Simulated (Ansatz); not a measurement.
A structure relaxed at r2SCAN-D4/def2-TZVP in Ansatz, charge 0, singlet:

```csv
atom,x (Å),y (Å),z (Å)
Cu1,-1.0259,-0.1054,-0.3029
H2,-0.1591,-1.0411,0.8908
Cu3,1.0260,0.1054,0.3030
H4,0.1590,1.0410,-0.8908
```

(1) Give its formula, name or SMILES and point group.

(2) Summarise the bond lengths by kind (pairs closer than 1.2 times the sum of covalent radii, bridged metal pairs left out).

## Answers

(1) (CuH)2 ring (Cu2H2). Point group D2h (tolerance 0.1 Å).

(2) 4 × Cu–H 1.75 Å.
